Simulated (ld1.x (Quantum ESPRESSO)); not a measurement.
Building the RRKJ potential for Cd (PBEsol, scalar-relativistic).

Input for ld1.x (Quantum ESPRESSO) 7.5:

```
&input
   title='Cd', zed=48., rel=1, dft='PBESOL', iswitch=3,
   config='[Kr] 4d10 5s1 5p1',
   nld=3, rlderiv=1.55, eminld=-10.0, emaxld=5.0, deld=0.04
 /
 &inputp
   pseudotype=2, tm=.false., rho0=0.01, lloc=-1, rcloc=0.65,
   nlcc=.false.,
   file_pseudopw='Cd.UPF', file_wfcaegen='ae.wfc', file_wfcncgen='nc.wfc', file_beta='beta', file_chi='chi'
 /
3
4S  1  0   2.00   0.00  1.40  1.40  0.0
4P  2  1   6.00   0.00  0.85  0.85  0.0
4D  3  2  10.00   0.00  1.10  1.10  0.0
 &test
   configts(1)='4s2 4p6 4d10 5s1 5p1'
 /
```

Command:

```bash
ld1.x < Cd.in > Cd.out
```

Resulting log (shortened: banner, matrices, multipoles, cross overlaps and the repeated all-electron block are left out):

```
[... start of the log left out ...]

      Wfc   4P  rcut= 0.843  Estimated cut-off energy=      244.39 Ry
      This function has    0 nodes for 0 < r <    0.843

      Wfc   4D  rcut= 1.109  Estimated cut-off energy=      187.84 Ry
      This function has    0 nodes for 0 < r <    1.109

       Warning: n=2, l=0 expected 1 nodes, found 2
       Setting wfc to zero for this iteration
       (This warning will only be printed once per wavefunction)

     ------------------- End of pseudopotential generation -------------------

     Computing logarithmic derivative in   1.54507

       Warning: n=1, l=0 expected 0 nodes, found 1
       Setting wfc to zero for this iteration
       (This warning will only be printed once per wavefunction)

       Warning: n=2, l=1 expected 0 nodes, found 1
       Setting wfc to zero for this iteration
       (This warning will only be printed once per wavefunction)

       Warning: n=3, l=2 expected 0 nodes, found 1
       Setting wfc to zero for this iteration
       (This warning will only be printed once per wavefunction)

     [... 2 repeated lines left out ...]
       (This warning will only be printed once per wavefunction)

 %%%%%%%%%%%%%%%%%%%%%%%%%%%%%%%%%%%%%%%%%%%%%%%%%%%%%%%%%%%%%%%%%%%%%%%%%%%%%%
     Error in routine run_pseudo (1):
     Errors in PS-KS equation
 %%%%%%%%%%%%%%%%%%%%%%%%%%%%%%%%%%%%%%%%%%%%%%%%%%%%%%%%%%%%%%%%%%%%%%%%%%%%%%

     stopping ...
```

The run stopped because the pseudo-atom solver did not find the valence states with the expected number of nodes, which is the usual sign of a ghost state.

The run took about 1.9 s on one core of a shared server CPU.
